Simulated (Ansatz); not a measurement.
Ideal-gas functions of BrH4InOSi, SMILES `[SiH3][O][InH][Br]` at 600 K and 1 bar, from an Ansatz frequency run at PBE0-D4/def2-TZVP.

Molar mass 242.84 g/mol, point group Cs (symmetry number 1), electronic degeneracy 1, moments of inertia 228.022, 472.988, 695.15 u Å². Harmonic wavenumbers (cm⁻¹, unscaled): 46, 48, 75, 147, 254, 389, 430, 465, 725, 729, 954, 955, 982, 995, 1919, 2199, 2203, 2218.

Use S(trans) = R[1.5 ln M + 2.5 ln T − 1.1517]; rotational temperatures θ = 24.2544 K / I; S(rot) = R[ln(√π/σ · √(T³/θAθBθC)) + 1.5]; for each mode x = 1.438777 ν̃/T, S = R[x/(eˣ − 1) − ln(1 − e⁻ˣ)] and H = RT x/(eˣ − 1); 1 cm⁻¹ = 0.0119627 kJ/mol; R = 8.31446 J/(mol·K).

Problem. By hand: the entropy, in J/(mol·K).

Solution. Translation 191.9. Rotation: θ = 0.1064, 0.0513, 0.0349 K, giving 132.6. Vibration, mode by mode: 26.65, 26.29, 22.59, 17.03, 12.56, 9.19, 8.42, 7.83, 4.69, 4.65, 3.04, 3.03, 2.88, 2.81, 0.47, 0.27, 0.27, 0.26, in all 152.9. Electronic 0.0. Sum 477.4 J/(mol·K).

Problem. By hand: H − E and G − E in kJ/mol, counted from the electronic energy.

Solution. Zero-point energy ½ × 15733 × 0.0119627 = 94.1; thermal vibration 39.7; translation, rotation and pV give 4 RT = 20.0. H − E = 153.8 kJ/mol, and G − E = 153.8 − 600 × 477.4/1000 = -132.6 kJ/mol.

Vibration gives 32 % of the entropy, 92.6 J/(mol·K) of it from the modes under 150 cm⁻¹: soft modes count most, and the harmonic formula is weakest for them. The sum counts one conformer and one mirror image; others add a mixing term.
